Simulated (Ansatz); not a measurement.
BF4HSi, SMILES `FB[Si](F)(F)F`. Charge 0, multiplicity 1.

```xyz
7

F     1.209   -1.052    1.490
B     0.147   -0.979    0.720
Si   -0.110    0.640   -0.480
F    -1.462    1.380   -0.127
F    -0.200    0.196   -1.995
F     1.051    1.703   -0.369
H    -0.635   -1.887    0.762
```

(1) List the harmonic frequencies (cm⁻¹, unscaled) at PBE0-D4/def2-TZVP in Ansatz. (Best estimate.)

(2) Is this a minimum?

(3) Give the ideal-gas thermochemistry at 298.15 K and 1 bar (rigid rotor, harmonic oscillator; point group Cs, symmetry number 1).

(4) Rotational constants (cm⁻¹)?

Answers

(1) The calculation gave: 30, 118, 172, 261, 306, 322, 422, 622, 791, 870, 967, 974, 1111, 1352, 2614.

(2) Yes, all 15 modes are real.

(3) Zero-point energy 65.4 kJ/mol; H(298) − E = 86.2 kJ/mol; entropy 357.4 J/(mol·K), of which translation 168.1, rotation 115.4, vibration 73.9; G(298) − E = -20.3 kJ/mol. Modes under 100 cm⁻¹ are hindered rotations or soft bends, so the harmonic entropy is rough.

(4) 0.1315, 0.0622, 0.06107.
